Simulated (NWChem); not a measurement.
System: MoNH$_{2}$O$_{2}$Cl; SMILES [O]=[Mo]([NH2])([Cl])=[O]

```xyz
7

Mo     0.0791    -0.2716     0.0000
O      0.8841    -0.7789    -1.3743
O      0.8841    -0.7789     1.3743
Cl    -0.0930     2.0050     0.0000
N     -1.6595    -1.0642     0.0000
H     -2.1360    -1.3827    -0.8412
H     -2.1360    -1.3827     0.8412
```
Atoms are numbered in this order, from 1.

All runs: NWChem. Coordinates come from a PBE0/def2-SVP (def2 core potentials past Kr) optimisation.

**Question.** Predict the results for TPSS/STO-3G, non-relativistic. Quantities: highest occupied level (eV); orbital gap (eV); dipole (D).

**Answer.** 
- highest occupied level (eV) = -4.03
- orbital gap (eV) = 4.54
- dipole (D) = 3.70
